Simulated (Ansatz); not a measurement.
Reaction (atomization): `C[CH2][In@-]1([Cl])[SH+][In@-]([Cl])([CH2]C)[SH+]1` → 4 C• + 2 Cl• + 12 H• + 2 In• + 2 S•

Gas-phase electronic energies from Ansatz, PBE0-D4/def2-TZVP geometries. CCSD(T)/CBS adds triple-zeta CCSD(T) − MP2 to the extrapolated MP2 energy (def2 sets, frozen cores). This one scheme is used for every species, atoms too. For atomizations the MP2-based limit and the directly extrapolated one differ by several kJ/mol either way, and by 10 to 25 for some Ge, Se and Sn compounds, so smaller differences from it don't rank the levels. No spin–orbit coupling; open shells (•) take unrestricted orbitals. Spin–orbit coupling would lower the free atoms: a little for C, Cl, S; strongly for In. Elements past krypton have def2 core potentials. Bonds to In are less sure, by a few kJ/mol each and by 10 to 20 or more in all where they break to atoms, as the def2 sets lack core-valence functions. Each species was taken in one conformer, which may not be the lowest.

`C[CH2][In@-]1([Cl])[SH+][In@-]([Cl])([CH2]C)[SH+]1`:

```xyz
22

C     0.570    2.477   -0.461
C     2.043    2.146   -0.285
In    2.408    0.069    0.144
Cl    4.453   -1.004    0.487
S     0.964   -0.769    2.124
In   -0.207   -2.362    0.450
Cl    0.765   -4.432    0.919
C    -2.293   -1.886    0.220
C    -2.548   -0.417   -0.074
S     1.202   -1.487   -1.540
H    -0.013    2.251    0.436
H     0.424    3.540   -0.675
H     0.119    1.922   -1.289
H     2.616    2.384   -1.185
H     2.485    2.716    0.535
H     0.044    0.203    1.986
H    -2.788   -2.199    1.142
H    -2.672   -2.525   -0.580
H    -2.066   -0.092   -1.001
H    -2.184    0.234    0.726
H    -3.618   -0.213   -0.186
H     0.296   -0.557   -1.893
```

```json
{"species": "`C[CH2][In@-]1([Cl])[SH+][In@-]([Cl])([CH2]C)[SH+]1`", "CCSD(T)/CBS(def2) energy (Eh)": "-2254.41135"}
{"species": "C•", "CCSD(T)/CBS(def2) energy (Eh)": "-37.79194"}
{"species": "Cl•", "CCSD(T)/CBS(def2) energy (Eh)": "-459.70966"}
{"species": "H•", "CCSD(T)/CBS(def2) energy (Eh)": "-0.50000"}
{"species": "In•", "CCSD(T)/CBS(def2) energy (Eh)": "-189.78701"}
{"species": "S•", "CCSD(T)/CBS(def2) energy (Eh)": "-397.67955"}
```

(1) Work out ΔE.

Largest T1 diagnostic among the species: 0.015.

Answers

(1) ΔE = 12 × (-0.50000) + 4 × (-37.79194) + 2 × (-459.70966) + 2 × (-189.78701) + 2 × (-397.67955) − (-2254.41135) = 2.89115 Eh = +7590.7 kJ/mol.

Leaving LDA and LC-ωPBE aside and taking each functional with its dispersion term where it has one, the values, not all of them listed here, spread over 285.7 kJ/mol, from BHLYP-D4 to PBE-D4. LDA lies +1006.2 kJ/mol from PBE without D4, its usual overbinding. From r2SCAN to r2SCAN0 (25 % exact exchange), in def2-TZVPP and without D4, ΔE moves by −82.0 kJ/mol: exact exchange takes away binding that semilocal exchange gives to molecules. The D4 term adds +127.6 kJ/mol with B3LYP and +71.3 kJ/mol with PBE0; it sums over pairs of atoms, weighted by their polarisabilities, and B3LYP, whose exchange is more repulsive, gets the larger term.

B3LYP here is the variant with VWN-RPA as its local correlation; programs differ in this.
